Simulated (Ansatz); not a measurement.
`[CH3][In]([CH3])[NH2]` + H–F → `[CH3][In]([CH3])[F]` + NH₃ at 600 K and 1 bar (ligand exchange at the In–N bond).

Computed with Ansatz on PBE0-D4/def2-TZVP structures; ΔE is electronic, products minus reactants. CCSD(T)/CBS adds triple-zeta CCSD(T) − MP2 to the extrapolated MP2 energy (def2 sets, frozen cores). This one scheme is used for every species. def2 core potentials past Kr. For In outer-core shells are correlated without core-valence functions, which leaves a few kJ/mol of doubt a bond. Each species was taken in one conformer, which may not be the lowest.

```csv
species,CCSD(T)/CBS energy (Eh),H − E (kJ/mol),S (J/(mol·K))
`[CH3][In]([CH3])[NH2]`,-325.44663,321.3,504.0
H–F,-100.39570,42.3,194.0
`[CH3][In]([CH3])[F]`,-369.35906,252.0,463.6
NH₃,-56.50880,112.4,219.5
```

H − E and S are ideal-gas, rigid-rotor, harmonic terms from PBE0-D4/def2-TZVP, for one conformer and one mirror image of each species. 1 Eh = 2625.50 kJ/mol, R = 8.31446 J/(mol·K).

Q: By hand: ΔE, ΔH, ΔS and ΔG.

A: ΔE = (-369.35906) + (-56.50880) − (-325.44663) − (-100.39570) = -0.02553 Eh = -67.0 kJ/mol. Δ(H − E) = 252.0 + 112.4 − 321.3 − 42.3 = 0.8, so ΔH = -66.2 kJ/mol. ΔS = 463.6 + 219.5 − 504.0 − 194.0 = -14.9 J/(mol·K). ΔG = -66.2 − 600 × (-14.9)/1000 = -57.3 kJ/mol.

Q: By hand: the equilibrium constant, and the temperature at which ΔG would vanish if ΔH and ΔS stayed fixed.

A: log₁₀ K = −ΔG/(RT ln 10) = 5.0. ΔG = 0 at ΔH/ΔS = 4443 K, far beyond where these terms or the molecules hold.

The number of gas molecules stays the same, so ΔS is small and ΔH decides. A doubt of 5 kJ/mol in ΔE shifts log₁₀ K by 0.4 here. Other conformers and mirror images would add mixing entropy, several J/(mol·K) or more a flexible species. Modes under 60 cm⁻¹, often nearly free rotors, make the harmonic entropy too high. These are equilibria of isolated gas molecules and say nothing of rates. Largest T1 diagnostic: 0.014 (customary marks: 0.02 for closed shells, 0.045 for open ones).
